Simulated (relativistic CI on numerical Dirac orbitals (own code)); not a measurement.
## Excitation temperature from two lines of Ag II

Problem. In an optically thin plasma whose excited levels follow a Boltzmann distribution, the energy emitted in Ag II 2437.78 Å and 2320.25 Å has the ratio 1.71 (an assumed reading, corrected for the detector). Tabulated data (NIST Handbook of Basic Atomic Spectroscopic Data): upper levels 80176.4 and 89134.7 cm⁻¹, g = 5 and 7, A = 2.88 × 10^8 and 2.74 × 10^8 s⁻¹. Calculate the temperature, its uncertainty for 15 % in the ratio of intensities and A values together, and the strength of these other lines with tabulated A (λ in Å, g, A, upper level): 2246.41, 9, 3.91 × 10^8, 83669.6; 2413.19, 7, 2.21 × 10^8, 82171.7; 2248.75, 5, 2.95 × 10^8, 85200.7; 2331.37, 3, 2.54 × 10^8, 83625.5.

Working.
1. The emitted power of a line is proportional to (gA/λ) exp(−E/kT), so I₁/I₂ = (g₁A₁λ₂/g₂A₂λ₁) exp[(E₂ − E₁)/kT].
2. The prefactor is 0.7146 and E₂ − E₁ = 8958.3 cm⁻¹ = 1.111 eV.
3. kT = (E₂ − E₁)/ln(1.71/0.7146) = 8958.3/0.8725 = 10267 cm⁻¹ = 1.273 eV, or T = 14770 K.
4. δT/T = (kT/ΔE) × 15 % = 17.2 %; lines whose upper levels lie far apart give the better thermometer.
5. Other lines relative to the first: 2246.41 Å: 1.9, 2413.19 Å: 0.89, 2248.75 Å: 0.68, 2331.37 Å: 0.4.

Remark. Dense plasmas such as arcs and laser-ablation plumes come near a Boltzmann distribution among excited levels, though their strong lines may be self-absorbed. Low-pressure etch and deposition plasmas, at 10¹⁰ to 10¹³ electrons per cm³, do not: there the number found is an excitation temperature of these levels and not the electron temperature.
